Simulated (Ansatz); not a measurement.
Consider the ligand exchange at the Si–N bond: `[GaH2][NH][SiH2]Br` + `[NH2][AlH2]` → `[AlH2][NH][SiH2]Br` + `[NH2][GaH2]`.

Computed with Ansatz on PBE0-D4/def2-TZVP structures; ΔE is electronic, products minus reactants. CCSD(T)/CBS is the MP2 limit (def2-TZVPP, def2-QZVPP) plus CCSD(T) − MP2 in def2-TZVPP, frozen cores. This one scheme is used for every species. Functionals use def2-TZVPP. For Br, Ga outer-core shells are correlated without core-valence functions, which leaves a few kJ/mol of doubt a bond. Scalar relativity is left out up to krypton. Each species was taken in one conformer, which may not be the lowest.

| level | ΔE (kJ/mol) |
| --- | --- |
| PBE-QIDH | 3.3 |
| BLYP | 3.2 |

(1) What does CCSD(T)/CBS give? (An estimate is asked.)

Largest T1 diagnostic among the species: 0.014.

Answers

(1) The calculation gave: +3.2 kJ/mol. The listed levels differ from it by 0.1, 0.0 kJ/mol.

Leaving LDA and LC-ωPBE aside and taking each functional with its dispersion term where it has one, the values, not all of them listed here, spread over 2.3 kJ/mol, from r2SCAN-D4 to BHLYP-D4.

CCSD(T)/CBS has its own doubt, a few kJ/mol and more with outer-core shells, so smaller differences from it don't rank the levels.
